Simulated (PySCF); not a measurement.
# Reading the logs of faulty runs: BGeH4OSi

All numbers below are calculated, not measured. They come from PySCF 2.14.0, an open-source quantum chemistry program, on an isolated molecule that a program drew, which may never have been made. The molecule is BGeH4OSi (charge 0, doublet), drawn as the SMILES string `[BH2][GeH][SiH]=O`.

Each row is a Hartree-Fock (HF) and frozen-core CCSD(T) single point in the cc-pV(D+d)Z basis, meant for a local HF minimum. Run 1 is clean. Each other run has one planted mistake out of seven kinds, and not every kind appears here: one electron removed, one electron added, multiplicity raised by two, geometry at a saddle point, minimal basis STO-3G, one bond length entered in bohr, all coordinates scaled. The reference is restricted for singlets and unrestricted otherwise, and also for a bond in bohr. Adding or removing an electron swaps singlet and doublet. Electrons count all cores. HOMO and LUMO are orbital energies over both spins, the gradient is its largest component, and the lowest frequency (negative if imaginary) is given only where the gradient is small. Bond lengths are over the 7 bonds as drawn. T1 is the CCSD diagnostic: over 0.02 (restricted) or 0.045 (unrestricted) a single reference is doubtful. Germanium has the cc-pVDZ-PP basis, with a core potential (ECP10MDF) in place of its 10 inner electrons, and its 3s, 3p and 3d shells are frozen in CCSD(T).

Geometry of the clean run:
```xyz
8
BGeH4OSi, angstrom
B    -2.2110   -1.9136   -1.1661
Ge   -1.4753   -2.1777    0.7074
Si   -0.5430   -0.4244    1.9722
O     0.0135   -0.5698    3.3592
H    -2.6741   -2.8371   -1.7664
H    -2.1743   -0.8245   -1.6585
H    -1.4836   -3.5309    1.4059
H    -0.5688    0.8567    1.2322
```

| run | electrons | basis functions | <S^2> | HOMO (eV) | LUMO (eV) | gradient (hartree/bohr) | lowest frequency (cm^-1) | mean bond (Å) | longest bond (Å) | T1 | HF (hartree) | CCSD(T) (hartree) | mistake |
|---|---|---|---|---|---|---|---|---|---|---|---|---|---|
| 1 | 63 | 94 | 0.767 | -8.86 | -0.63 | 1.7e-05 | 68 | 1.6113 | 2.354 | 0.0241 | -684.14142 | -684.63920 | no fault |
| 2 | 63 | 94 | 1.430 | -9.07 | -0.72 | 2.2e-02 | - | 1.7633 | 2.354 | 0.0607 | -684.02155 | -684.51985 | one bond length entered in bohr |
| 3 | 63 | 94 | 3.778 | -6.01 | -0.16 | 1.6e-01 | - | 1.6113 | 2.354 | 0.0534 | -684.03729 | -684.50293 | multiplicity raised by two |
| 4 | 64 | 94 | 0.000 | -1.98 | 5.81 | 3.4e-02 | - | 1.6113 | 2.354 | 0.0260 | -684.18739 | -684.72012 | one electron added |
| 5 | 63 | 94 | 0.802 | -8.71 | -0.52 | 7.8e-02 | - | 1.7048 | 2.491 | 0.0293 | -684.11763 | -684.62848 | all coordinates scaled |
| 6 | 62 | 94 | 0.000 | -16.12 | -7.46 | 3.8e-02 | - | 1.6113 | 2.354 | 0.0270 | -683.84242 | -684.32899 | ? |

**Which mistake was planted in run 6, and what did it cost?**

It counts 62 electrons, one fewer than the clean run, at the same geometry and basis. So the mistake is: one electron removed. Subtracting run 1 and multiplying by 627.51 kcal/mol a hartree, the energy moved by 187.6 kcal/mol in HF and 194.7 kcal/mol in CCSD(T).

Cautions from the logs. Run 2: T1 is over the limit, so its CCSD(T) energy is less reliable; run 3: T1 is over the limit, so its CCSD(T) energy is less reliable; run 4: T1 is over the limit, so its CCSD(T) energy is less reliable; run 6: T1 is over the limit, so its CCSD(T) energy is less reliable.
